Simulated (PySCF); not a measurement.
# How methods differ on the ionisation energy of Hg⁺

Hg⁺ [Xe] 4f14 5d10 6s1 (2S) → Hg²⁺ [Xe] 4f14 5d10 (1S), as a difference of total energies. Computed with PySCF 2.14 in aug-cc-pVTZ-PP with ECP60MDF (6s6p5d3f2g, 88 functions), with a scalar-relativistic core potential. Correlated levels: valence: 5s2 5p6 frozen. The calculations carry no spin-orbit coupling.

```
           method  ionisation energy (eV)
              UHF                  17.111
    MP2 (valence)                  18.669
SCS-MP2 (valence)                  18.451
   CCSD (valence)                  18.406
CCSD(T) (valence)                  18.504
```

Problem. How much does correlation contribute at CCSD(T) (valence)?

Solution. 18.504 − (17.111) = 1.393 eV, measured against UHF.

Errors of the correlated levels include the incompleteness of this basis and the frozen core.

For comparison: 18.757 eV (measured; NIST Atomic Spectra Database, ionization energies).
